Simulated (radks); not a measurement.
La37+, configuration [Ar] 3d2.

All-electron calculation, Dirac Kohn-Sham, relativistic LDA (MacDonald-Vosko exchange, VWN5 correlation), spin-unpolarised, spherical densities, finite nucleus; open shells fill j = l - 1/2 first; Fermi nuclear charge, rms radius 4.855 fm. Program: a radial shooting solver on a logarithmic mesh with Libxc functionals.

Energy parts (eV):
part                      energy
total                 -201819.50
kinetic                217105.72
electron-nucleus      -449351.13
Hartree                 33630.27
exchange-correlation    -3204.37

Orbitals (lengths in bohr, moments of r in powers of bohr; r(max) is where P^2 peaks; r(90%) holds 90 % of the orbital's charge):
orbital  occ.  eigenvalue (eV)      <r^2>  r(90%)   r(max)      <r^4>  small-component weight
1s1/2       2        -40439.39  0.0008602  0.0453  0.01614  1.946e-06                4.41e-02
2s1/2       2        -8043.547    0.01341   0.165  0.09111  0.0003080                9.71e-03
2p1/2       2        -7719.368   0.009823   0.147  0.06944  0.0001929                9.71e-03
2p3/2       4        -7304.806    0.01103   0.154  0.07452  0.0002367                9.17e-03
3s1/2       2        -2941.400    0.08056   0.387   0.2499   0.009562                3.46e-03
3p1/2       2        -2816.344    0.07401   0.376   0.2350   0.008409                3.41e-03
3p3/2       4        -2718.695    0.07950   0.389   0.2447   0.009633                3.27e-03
3d3/2       2        -2523.864    0.06072   0.351   0.1916   0.006217                3.14e-03
3d5/2       0        -2501.093    0.06217   0.355   0.1943   0.006482                3.10e-03

The highest occupied level is 3d3/2 at -2523.9 eV. Summed over all electrons, <r^2> = 0.8409 bohr^2, which gives a Langevin (diamagnetic) susceptibility term of -0.666 x 10^-6 cm^3/mol. For comparison, the ionisation energy in NIST's Atomic Spectra Database is 2577 eV (theoretical). In exact Kohn-Sham theory the highest level is minus the ionisation energy, but local and semilocal functionals leave it too shallow, through self-interaction and a potential that decays too fast; potentials with the right tail come closer.

Beside tabulated values, note that spin-unpolarised runs miss the spin-polarisation part of the exchange energy of open shells.
